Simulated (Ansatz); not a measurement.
Reaction (substitution at a C–C bond): `CCC(CC)CC` + `[OH][Ti]([F])([Cl])[SeH]` → `C[O][Ti]([F])([Cl])[SeH]` + `CCC(C)CC`

Calculated with Ansatz (gas phase, PBE0-D4/def2-TZVP geometries, no zero-point term in ΔE). CCSD(T)/CBS adds triple-zeta CCSD(T) − MP2 to the extrapolated MP2 energy (def2 sets, frozen cores). DFT in def2-TZVPP. For Se, Ti outer-core shells are correlated without core-valence functions, which leaves a few kJ/mol of doubt a bond. Scalar relativity is left out up to krypton. One conformer a species, not always the lowest.

```csv
level,ΔE (eV)
r2SCAN-D4,0.29
ωB97X-V,0.30
r2SCAN,0.28
SCS-MP2/def2-TZVPP,0.26
```

Question: What does CCSD(T)/CBS give? (Best estimate.)

Answer: Ansatz gave: +0.32 eV. The listed levels differ from it by -0.03, -0.02, -0.04, -0.06 eV.

Largest T1 diagnostic among the species: 0.023, so the coupled-cluster value is less sure than usual.

In def2-TZVPP, CCSD(T) changes the Hartree–Fock value by +0.08 eV (the triples alone add −0.01 eV) and MP2 by +0.10 eV.
